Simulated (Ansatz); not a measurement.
Gas-phase electronic energies from Ansatz, PBE0-D4/def2-TZVP geometries. CBS: MP2 limit from def2 TZ/QZ plus the TZ coupled-cluster correction, frozen cores. This one scheme is used for every species. Functionals use def2-TZVPP. Each species was taken in one conformer, which may not be the lowest.

Consider the ligand exchange at the Al–S bond: `[NH2][Al]([F])[SH]` + HCl → `[NH2][Al]([F])[Cl]` + H₂S.

`[NH2][Al]([F])[SH]`:

```xyz
7

N     1.399    0.182    0.392
Al   -0.193    0.037   -0.325
F    -0.392    0.368   -1.927
S    -1.922   -0.570    0.841
H     2.226    0.459   -0.110
H     1.612    0.001    1.358
H    -2.730   -0.477   -0.230
```

HCl:

Z-matrix (Å, degrees):
```
Cl
H 1 1.279
```

`[NH2][Al]([F])[Cl]`:

Z-matrix (Å, degrees):
```
N
Al 1 1.746
H 1 1.006 2 124.6
H 1 1.006 2 124.3 3 -180.0
F 2 1.641 1 119.8 3 -0.0
Cl 2 2.079 1 121.2 3 180.0
```

H₂S:

Cartesian coordinates in Å:
```
S -0.487 0.349 0.158
H 0.771 0.248 0.613
H -0.284 -0.597 -0.771
```

| level | ΔE (kJ/mol) |
| --- | --- |
| PBE-QIDH | -50.0 |
| CCSD(T)/def2-SVP | -55.7 |

**Question.** What does CCSD(T)/CBS give? (Best estimate.)

**Answer.** Ansatz gave: -50.6 kJ/mol. The listed levels differ from it by 0.6, -5.1 kJ/mol.

Largest T1 diagnostic among the species: 0.011.

At CCSD(T), def2-SVP lies −5.1 kJ/mol from the extrapolated value and def2-TZVPP +0.6 kJ/mol. From BLYP to BHLYP (50 % exact exchange), in def2-TZVPP and without D4, ΔE moves by −4.5 kJ/mol.
